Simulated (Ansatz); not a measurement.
`Cl[Si](Cl)([SeH])[SeH]` + HCl → `Cl[Si](Cl)(Cl)[SeH]` + H₂Se at 500 K and 1 bar (ligand exchange at the Si–Se bond).

Calculated with Ansatz (gas phase, PBE0-D4/def2-TZVP geometries, no zero-point term in ΔE). CBS: MP2 limit from def2 TZ/QZ plus the TZ coupled-cluster correction, frozen cores. This one scheme is used for every species. For Se outer-core shells are correlated without core-valence functions, which leaves a few kJ/mol of doubt a bond. Scalar relativity is left out up to krypton. One conformer a species, not always the lowest.

```csv
species,CCSD(T)/CBS energy (Eh),H − E (kJ/mol),S (J/(mol·K))
`Cl[Si](Cl)([SeH])[SeH]`,-6011.41222,105.6,461.5
HCl,-460.38127,32.5,201.9
`Cl[Si](Cl)(Cl)[SeH]`,-4069.90520,81.8,436.8
H₂Se,-2401.89790,53.1,237.8
```

H − E and S are ideal-gas, rigid-rotor, harmonic terms from PBE0-D4/def2-TZVP, for one conformer and one mirror image of each species. 1 Eh = 2625.50 kJ/mol, R = 8.31446 J/(mol·K).

By hand: ΔE, ΔH, ΔS and ΔG.

ΔE = (-4069.90520) + (-2401.89790) − (-6011.41222) − (-460.38127) = -0.00961 Eh = -25.2 kJ/mol. Δ(H − E) = 81.8 + 53.1 − 105.6 − 32.5 = -3.2, so ΔH = -28.4 kJ/mol. ΔS = 436.8 + 237.8 − 461.5 − 201.9 = 11.2 J/(mol·K). ΔG = -28.4 − 500 × (11.2)/1000 = -34.0 kJ/mol.

By hand: the equilibrium constant, and the temperature at which ΔG would vanish if ΔH and ΔS stayed fixed.

log₁₀ K = −ΔG/(RT ln 10) = 3.6. ΔH and −TΔS have one sign here, so there is no such temperature.

The number of gas molecules stays the same, so ΔS is small and ΔH decides. A doubt of 5 kJ/mol in ΔE shifts log₁₀ K by 0.5 here. Other conformers and mirror images would add mixing entropy, several J/(mol·K) or more a flexible species. These are equilibria of isolated gas molecules and say nothing of rates. Largest T1 diagnostic: 0.009 (customary marks: 0.02 for closed shells, 0.045 for open ones).

ΔS is within the doubt of such terms, so its sign, and with it that verdict, could turn.
